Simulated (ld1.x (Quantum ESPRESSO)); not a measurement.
## What one change does to a pseudopotential (niobium (Nb), TM)

ld1.x (Quantum ESPRESSO) 7.5 input, shortened:

```
&input
   title='Nb', zed=41., rel=1, dft='PBE', iswitch=3,
   config='[Kr] 4d4 5s0 5p0'
 /
 &inputp
   pseudotype=2, tm=.true., lloc=0,
   nlcc=.true., new_core_ps=.true., rcore=0.75
 /
3
4P  2  1   6.00   0.00  1.40  1.40  0.0
4D  3  2   4.00   0.00  2.60  2.60  0.0
4S  1  0   2.00   0.00  1.15  1.15  0.0
 &test
   configts(1)='4s2 4p6 4d4 5s0 5p0'
 /
```

Change: wave 4d (bound): rc 2.60 bohr becomes 4d (bound): rc 3.00 bohr.

Cutoffs: the cutoffs (Ry, on a coarse ladder) from which the occupation-weighted sum of valence levels, in a spherical-Bessel basis at the reference potential, stays within 10 and 1 mRy of its value at 400 Ry; they do not see the model core or the augmentation charge, which bear on the density cutoff. Errors are all-electron minus pseudo energies relative to the spin-unpolarised reference configuration.

How do hardness, ghosts and transferability respond?

The potential gets neither clearly harder nor softer (90 Ry and 160 Ry → 90 Ry and 160 Ry); the s channel sets the loose cutoff, while the largest relative change is in d, which becomes softer; of the 7 tests that both files solve, the error grows in 4 and shrinks in 0 by more than 15 % and 0.3 meV (median size 27.0 → 40.1 meV); neither file shows a bound ghost. More of the atom is replaced by a form fitted at one configuration, so other configurations suffer.

```csv
quantity,base,changed
"cutoff, loose",90 Ry,90 Ry
"cutoff, tight",160 Ry,160 Ry
loose cutoff by channel (10 mRy a level),"p 40 Ry, d 21 Ry, s 80 Ry","p 40 Ry, d 18 Ry, s 80 Ry"
bound ghosts,none,none
"error for 4s2 4p6 4d4 5s1 5p0, meV [ΔE -6.64 eV]",+48,+48
"error for 4s2 4p6 4d3 5s0 5p0, meV [ΔE 14.04 eV]",+4.0,+10
"error for 4s2 4p6 4d2 5s0 5p0, meV [ΔE 38.76 eV]",+43,+107
"error for 4s2 4p6 4d4 5s0.5 5p0, meV [ΔE -4.00 eV]",+27,+27
"error for 4s1 4p6 4d4 5s1 5p0, meV [ΔE 57.38 eV]",+17,-40
"error for 4s2 4p6 4d4 5s0 5p1, meV [ΔE -3.69 eV]",+27,+27
"error for 4s2 4p6 4d3 5s1 5p0, meV [ΔE 0.38 eV]",+81,+94
```
